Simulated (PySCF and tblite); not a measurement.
Results of a calculation; reference values are marked as such.
C₉H₈, numbered as in [CH:1]#[C:2][C:3]1=[CH:4][CH2:5][CH2:6][C@@H:7]1[C:8]#[CH:9].

The ensemble was built from 60 distance-geometry starts (ETKDG and KDG, MMFF94s, GFN2-xTB) and rests on GFN2-xTB geometries. Energies: PBE0-D3(BJ)/pcSseg-1, with GFN2-xTB thermal terms (modes under about 100 cm⁻¹ blended into free rotors). Symmetry numbers and mirror images are counted. Conformers within 3 kcal/mol (GFN2-xTB free energy) were kept, 10 at most. GIAO shieldings: PBE0/pcSseg-1. Shifts are against TMS (¹H), TMS (¹³C) at the same level; of two unlike H on one atom, a is the less shielded. Codes: tblite and PySCF.

Q: Predict the averaged NMR shifts at 298.15 K.

A: ¹H: 6.40 (H4, 1H), 3.55 (H7, 1H), 2.81 (H5a, 1H), 2.81 (H1, 1H), 2.57 (H5b, 1H), 2.33 (H6a, 1H), 2.15 (H6b, 1H), 1.64 (H9, 1H) ppm. ¹³C: 149.9 (C4), 132.2 (C3), 91.1 (C1), 90.4 (C8), 83.9 (C2), 77.1 (C9), 42.9 (C7), 37.0 (C5), 36.0 (C6) ppm.

Q: How do the conformers differ?

A: The 5-ring runs over atoms 3–4–5–6–7.
```tsv
conformer	shape	weight %
1	5-ring envelope (ring torsions -13, 21, -21, 14, -1°)	55.1
2	5-ring envelope (ring torsions 12, -19, 19, -12, 0°)	44.9
```

```json
{"signal": "H1", "1": "2.81", "2": "2.80", "average": "2.81"}
{"signal": "H4", "1": "6.41", "2": "6.39", "average": "6.40"}
{"signal": "H5a", "1": "2.98", "2": "2.61", "average": "2.81"}
{"signal": "H5b", "1": "2.51", "2": "2.64", "average": "2.57"}
{"signal": "H6a", "1": "2.24", "2": "2.44", "average": "2.33"}
{"signal": "H6b", "1": "2.17", "2": "2.12", "average": "2.15"}
{"signal": "H7", "1": "3.46", "2": "3.65", "average": "3.55"}
{"signal": "H9", "1": "1.63", "2": "1.66", "average": "1.64"}
{"signal": "C1", "1": "90.9", "2": "91.3", "average": "91.1"}
{"signal": "C2", "1": "84.2", "2": "83.6", "average": "83.9"}
{"signal": "C3", "1": "132.1", "2": "132.3", "average": "132.2"}
{"signal": "C4", "1": "150.2", "2": "149.5", "average": "149.9"}
{"signal": "C5", "1": "36.7", "2": "37.3", "average": "37.0"}
{"signal": "C6", "1": "36.1", "2": "35.8", "average": "36.0"}
{"signal": "C7", "1": "43.0", "2": "42.7", "average": "42.9"}
{"signal": "C8", "1": "90.4", "2": "90.5", "average": "90.4"}
{"signal": "C9", "1": "77.1", "2": "77.2", "average": "77.1"}
```

Shifts are unscaled: against experiment ¹³C can be off by 15 ppm or more and ¹H by 0.8 ppm.
